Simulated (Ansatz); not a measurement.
Ansatz (a first-principles code) input (PBE/STO-3G):

Ansatz 0.2 input:
```yaml
crystal:
  periodic: [false, false, false]
  atoms:
    - {symbol: H, position_ang: [0.00000000, 0.00000000, 0.00000000]}
basis:
  gaussian:
    orbitals: STO-3G
hamiltonian:
  xc: {name: PBE}
magnetization: {spin_polarized: true, initial_magnetization: 1}
scf: {lower_state_search: full}
```

Output:

```
Functional definition: PBE
integrals: 0.00 GiB planned
1 factors; integrals over basis functions are off by at most 4.6e-7 eV
mean field: 0.04 GiB planned
mean field evaluation 1: about -12.6363 eV, gradient 0.0e0 eV
mean field evaluation 2: about -12.6363 eV, gradient 0.0e0 eV
mean field evaluation 4: about -12.6363 eV, gradient 0.0e0 eV
mean field -12.63629675 eV, -0.4643753403 hartree, gradient 0.0e0 eV, S^2 0.750000; 1 other end points of the search recorded, 0 dependent functions left out
reference -12.63630558 eV, -0.4643756647 hartree; 1, 0 occupied and 0, 1 virtual orbitals, 1 factors
Total energy: -12.63630558 eV, -0.4643756647 hartree
```
